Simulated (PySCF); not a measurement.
C5H12OSi, singlet, geometry from GFN2-xTB, with bond 15-5 at 2.4 times its length; SA2-CASSCF(6,6)/STO-3G in PySCF.

The PySCF input:
```python
from pyscf import gto, scf, mcscf
import numpy

mol = gto.Mole()
mol.atom = '''
    C     1.677862    1.708517   -1.668138
    C     1.579403    0.445279   -1.288922
    C     1.376325   -0.003462    0.112741
    Si   -0.494547   -0.310198    0.445475
    C    -1.114034   -1.705530   -0.695278
    C    -0.814032   -0.707077    2.272768
    O    -1.315857    1.078599    0.174168
    H     1.796462    1.990934   -2.700553
    H     1.661804    2.514532   -0.951951
    H     1.599730   -0.341259   -2.032517
    H     1.946718   -0.911659    0.296831
    H     1.734017    0.761579    0.801606
    H    -2.178797   -1.870336   -0.560060
    H    -0.952954   -1.464266   -1.742352
    H     0.094138   -3.962408   -0.216345
    H    -0.351069   -1.643543    2.565111
    H    -0.427424    0.072803    2.920303
    H    -1.878831   -0.790523    2.460955
    H    -1.121649    1.615257   -0.590673
'''
mol.basis = 'sto-3g'
mol.charge = 0
mol.spin = 0
mol.verbose = 4
mol.build()

mf = scf.RHF(mol)
mf.kernel()
mc = mcscf.CASSCF(mf, 6, 6)
mc.fix_spin_(ss=0.0)
mc = mc.state_average_([0.5, 0.5])
mc.kernel()
```

Output, abridged:

```
PySCF version 2.14.0

[INPUT] verbose = 4
[INPUT] num. atoms = 19
[INPUT] num. electrons = 64
[INPUT] charge = 0
[INPUT] spin (= nelec alpha-beta = 2S) = 0
[INPUT] symmetry False subgroup None
[INPUT] Mole.unit = angstrom
[INPUT] Symbol           X                Y                Z      unit          X                Y                Z       unit  Magmom
[...]
nuclear repulsion = 379.558877736489
number of shells = 35
number of NR pGTOs = 153
number of NR cGTOs = 51
basis = sto-3g
ecp = {}

******** <class 'pyscf.scf.hf.RHF'> ********
method = RHF
initial guess = minao
damping factor = 0
level_shift factor = 0
DIIS = <class 'pyscf.scf.diis.CDIIS'>
diis_start_cycle = 1
diis_space = 8
diis_damp = 0
SCF conv_tol = 1e-09
SCF conv_tol_grad = None
SCF max_cycles = 50
direct_scf = True
direct_scf_tol = 1e-13
Set gradient conv threshold to 3.16228e-05
Initial guess from minao.
init E= -553.932878106456
[...]
cycle= 1 E= -553.035661878135  delta_E= 0.897  |g|= 0.471  |ddm|=  5.1
[...]
cycle= 2 E= -553.11924732597  delta_E= -0.0836  |g|= 0.127  |ddm|= 0.868
[...]
cycle= 3 E= -553.125567570837  delta_E= -0.00632  |g|= 0.0351  |ddm|= 0.231
[...]
cycle= 4 E= -553.12608175081  delta_E= -0.000514  |g|= 0.018  |ddm|= 0.0845
[...]
cycle= 5 E= -553.126224292984  delta_E= -0.000143  |g|= 0.0059  |ddm|= 0.0372
[...]
cycle= 6 E= -553.126243091573  delta_E= -1.88e-05  |g|= 0.0017  |ddm|= 0.0106
[...]
cycle= 7 E= -553.126246732101  delta_E= -3.64e-06  |g|= 0.000654  |ddm|= 0.00579
[...]
cycle= 8 E= -553.126247420816  delta_E= -6.89e-07  |g|= 0.00023  |ddm|= 0.00274
[...]
cycle= 9 E= -553.126247501372  delta_E= -8.06e-08  |g|= 5.59e-05  |ddm|= 0.000971
[...]
cycle= 10 E= -553.126247505682  delta_E= -4.31e-09  |g|= 1.54e-05  |ddm|= 0.000223
[...]
cycle= 11 E= -553.126247505905  delta_E= -2.23e-10  |g|= 3.09e-06  |ddm|= 4.99e-05
[...]
Extra cycle  E= -553.126247505915  delta_E= -9.55e-12  |g|= 1.39e-06  |ddm|= 7.28e-06
converged SCF energy = -553.126247505915

******** <class 'pyscf.mcscf.addons.StateAverageCASSCF'> ********
CAS (3e+3e, 6o), ncore = 29, nvir = 16
max_cycle_macro = 50
max_cycle_micro = 4
conv_tol = 1e-07
conv_tol_grad = None
orbital rotation max_stepsize = 0.02
orbital rotation threshold for CI restart = 0.01
augmented hessian ah_max_cycle = 30
augmented hessian ah_conv_tol = 1e-12
augmented hessian ah_linear dependence = 1e-14
augmented hessian ah_level shift = 1e-08
augmented hessian ah_start_tol = 2.5
augmented hessian ah_start_cycle = 3
augmented hessian ah_grad_trust_region = 3
kf_trust_region = 3
kf_interval = 4
ci_response_space = 4
ci_grad_trust_region = 3
with_dep4 0
natorb = False
canonicalization = True
sorting_mo_energy = False
ao2mo_level = 2
internal_rotation = False
******** <class 'pyscf.mcscf.addons.StateAverageSpinPenaltyFCISolver'> ********
max. cycles = 50
conv_tol = 1e-08
davidson only = True
linear dependence = 1e-12
level shift = 0.001
max iter space = 12
nroots = 2
pspace_size = 400
spin = None
State-average over 2 states with weights [0.5, 0.5]
CASCI E = -553.195242215652  S^2 = 0.0000000
Set conv_tol_grad to 0.000316228
macro iter   1 ( 21 JK    4 micro), CASSCF E = -553.244861936706  dE = -4.96197211e-02  S^2 = 0.0000000
               |grad[o]|=0.126  |ddm|=0.0528  |maxRot[o]|=0.295
macro iter   2 ( 21 JK    4 micro), CASSCF E = -553.252625544597  dE = -7.76360789e-03  S^2 = 0.0000000
               |grad[o]|=0.0547  |ddm|=0.0485  |maxRot[o]|=0.242
macro iter   3 ( 21 JK    4 micro), CASSCF E = -553.258258050877  dE = -5.63250628e-03  S^2 = 0.0000000
               |grad[o]|=0.0272  |ddm|=0.00741  |maxRot[o]|=0.215
macro iter   4 ( 21 JK    4 micro), CASSCF E = -553.260032379377  dE = -1.77432850e-03  S^2 = 0.0000000
               |grad[o]|=0.0177  |ddm|=0.00529  |maxRot[o]|=0.137
macro iter   5 ( 21 JK    4 micro), CASSCF E = -553.260356479589  dE = -3.24100212e-04  S^2 = 0.0000000
               |grad[o]|=0.00872  |ddm|=0.00486  |maxRot[o]|=0.0555
macro iter   6 ( 21 JK    4 micro), CASSCF E = -553.260332315789  dE =  2.41637998e-05  S^2 = 0.0000000
               |grad[o]|=0.00804  |ddm|=0.00424  |maxRot[o]|=0.00934
macro iter   7 ( 21 JK    4 micro), CASSCF E = -553.261225069288  dE = -8.92753499e-04  S^2 = 0.0000000
               |grad[o]|=0.00801  |ddm|=0.00398  |maxRot[o]|=0.048
macro iter   8 ( 12 JK    3 micro), CASSCF E = -553.262384043832  dE = -1.15897454e-03  S^2 = 0.0000000
               |grad[o]|=0.00688  |ddm|=0.00359  |maxRot[o]|=0.082
macro iter   9 ( 20 JK    4 micro), CASSCF E = -553.262530127573  dE = -1.46083741e-04  S^2 = 0.0000000
               |grad[o]|=0.00468  |ddm|=0.00196  |maxRot[o]|=0.0148
macro iter  10 ( 21 JK    4 micro), CASSCF E = -553.262534273732  dE = -4.14615897e-06  S^2 = 0.0000000
               |grad[o]|=0.00422  |ddm|=0.0014  |maxRot[o]|=0.00528
macro iter  11 ( 21 JK    4 micro), CASSCF E = -553.262531945877  dE =  2.32785453e-06  S^2 = 0.0000000
               |grad[o]|=0.00421  |ddm|=0.00129  |maxRot[o]|=0.00345
macro iter  12 ( 15 JK    3 micro), CASSCF E = -553.262917897831  dE = -3.85951953e-04  S^2 = 0.0000000
               |grad[o]|=0.00421  |ddm|=0.00109  |maxRot[o]|=0.045
macro iter  13 ( 18 JK    4 micro), CASSCF E = -553.263004028179  dE = -8.61303480e-05  S^2 = 0.0000000
               |grad[o]|=0.00285  |ddm|=0.000767  |maxRot[o]|=0.0137
macro iter  14 ( 21 JK    4 micro), CASSCF E = -553.263002771738  dE =  1.25644033e-06  S^2 = 0.0000000
               |grad[o]|=0.00245  |ddm|=0.000581  |maxRot[o]|=0.00146
macro iter  15 ( 14 JK    3 micro), CASSCF E = -553.263156951530  dE = -1.54179792e-04  S^2 = 0.0000000
               |grad[o]|=0.00247  |ddm|=0.000455  |maxRot[o]|=0.0324
macro iter  16 ( 18 JK    4 micro), CASSCF E = -553.263186693458  dE = -2.97419285e-05  S^2 = 0.0000000
               |grad[o]|=0.00145  |ddm|=0.000402  |maxRot[o]|=0.00934
macro iter  17 ( 10 JK    4 micro), CASSCF E = -553.263218920924  dE = -3.22274656e-05  S^2 = 0.0000000
               |grad[o]|=0.00117  |ddm|=0.000235  |maxRot[o]|=0.014
macro iter  18 (  5 JK    2 micro), CASSCF E = -553.263236378523  dE = -1.74575993e-05  S^2 = 0.0000000
               |grad[o]|=0.000723  |ddm|=0.000118  |maxRot[o]|=0.0149
macro iter  19 (  3 JK    1 micro), CASSCF E = -553.263238641759  dE = -2.26323561e-06  S^2 = 0.0000000
               |grad[o]|=0.000245  |ddm|=6.26e-05  |maxRot[o]|=0.00755
macro iter  20 (  1 JK    1 micro), CASSCF E = -553.263238642134  dE = -3.74598130e-10  S^2 = 0.0000000
               |grad[o]|=2.17e-05  |ddm|=9.31e-06  |maxRot[o]|=    0
1-step CASSCF converged in  20 macro (326 JK  69 micro) steps
CASSCF canonicalization
Density matrix diagonal elements [1.93746544 1.46776228 1.17031816 0.84369755 0.54892608 0.0318305 ]
CASSCF energy = -553.263238642134
CASCI E = -553.263238642134  E(CI) = -5.99690150500840  S^2 = 0.0000000
CASCI state-averaged energy = -553.263238642134
CASCI energy for each state
  State 0 weight 0.5  E = -553.360090538125 S^2 = 0.0000000
  State 1 weight 0.5  E = -553.166386746142 S^2 = 0.0000000
```
